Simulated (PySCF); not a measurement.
Atom-mapped SMILES (the numbers label the heavy atoms): `[CH3:1][c:2]1[cH:3][c:4]([SiH3:5])[c:6]([CH3:7])[pH:8]1` (H(Xn): hydrogen on atom n).

- NMR shieldings at PBE0/pcSseg-1/GIAO
- structure optimised with GFN2-xTB
- run in PySCF 2.14
- rapidly exchanging positions averaged, a single conformation, non-relativistic Hamiltonian, gas phase

δ = σ(ref) − σ, references computed at the same level: 13C, 1H, 29Si vs TMS; 31P against H3PO4.

```tsv
atoms	nucleus	count	δ (ppm)
C1	13C	1	20.8
C2	13C	1	152.9
Si5	29Si	1	?
C7	13C	1	19.9
C3	13C	1	?
H(C3)	1H	1	6.97
C4	13C	1	145.9
P8	31P	1	-48.8
H(Si5)	1H	3	4.30
H(C7)	1H	3	2.39
H(C1)	1H	3	?
C6	13C	1	169.2
H(P8)	1H	1	?
```

Fill in the missing shifts.

Results:


- C3: 150.0 ppm, unsaturated ring CH
- H(P8): 4.92 ppm, hydrogen on a ring phosphorus
- H(C1): 2.37 ppm, hydrogen on a methyl carbon on an unsaturated ring
- Si5: -87.4 ppm, silicon bonded to C, 3 H

Shifts are as computed. Against solution values, carbons near 30 ppm lie about +3 ppm off and those near 130 ppm about +5 ppm. Of 1211 compounds with measured shifts, 218 miss one by over three times the rms of a fit or turn the order of signals round; such compounds aren't used in these exercises. Experimental scales use liquid or dissolved standards, which lie at an offset from isolated H3PO4.
